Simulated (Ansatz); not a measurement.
`C=N[Si](N)(O)F` and `N[SiH](O)F` differ in one atom or group.

Ansatz, PBE0-D4/def2-TZVP geometries, multiplicity 1. Each molecule was computed in one conformer, which needn't be the lowest.

| property | `C=N[Si](N)(O)F` |
| --- | --- |
| HOMO–LUMO gap (PBE0/def2-TZVPP) / eV | 6.31 |
| LUMO energy (PBE0/def2-TZVPP) / eV | -0.89 |
| HOMO energy (PBE0/def2-TZVPP) / eV | -7.20 |
| HOMO energy (PBE/def2-TZVPP) / eV | -5.73 |
| HOMO energy (ωB97M-V/def2-TZVPP) / eV | -9.56 |
| LUMO energy (B3LYP/def2-TZVPP) / eV | -1.14 |

What does the change do to each property? (Best estimate.)

Ansatz gave: 
```json
{"property": "HOMO–LUMO gap (PBE0/def2-TZVPP) / eV", "`N[SiH](O)F`": "8.73", "shift": "2.42"}
{"property": "LUMO energy (PBE0/def2-TZVPP) / eV", "`N[SiH](O)F`": "0.78", "shift": "1.67"}
{"property": "HOMO energy (PBE0/def2-TZVPP) / eV", "`N[SiH](O)F`": "-7.95", "shift": "-0.75"}
{"property": "HOMO energy (PBE/def2-TZVPP) / eV", "`N[SiH](O)F`": "-6.46", "shift": "-0.73"}
{"property": "HOMO energy (ωB97M-V/def2-TZVPP) / eV", "`N[SiH](O)F`": "-10.35", "shift": "-0.79"}
{"property": "LUMO energy (B3LYP/def2-TZVPP) / eV", "`N[SiH](O)F`": "0.39", "shift": "1.53"}
```

With PBE0 the HOMO falls by 0.75 eV and the LUMO rises by 1.67 eV, so the gap widens by about 2.42 eV. PBE moves the HOMO by -0.73 eV and ωB97M-V by -0.79 eV.

B3LYP here is the variant with VWN-RPA as its local correlation; programs differ in this.
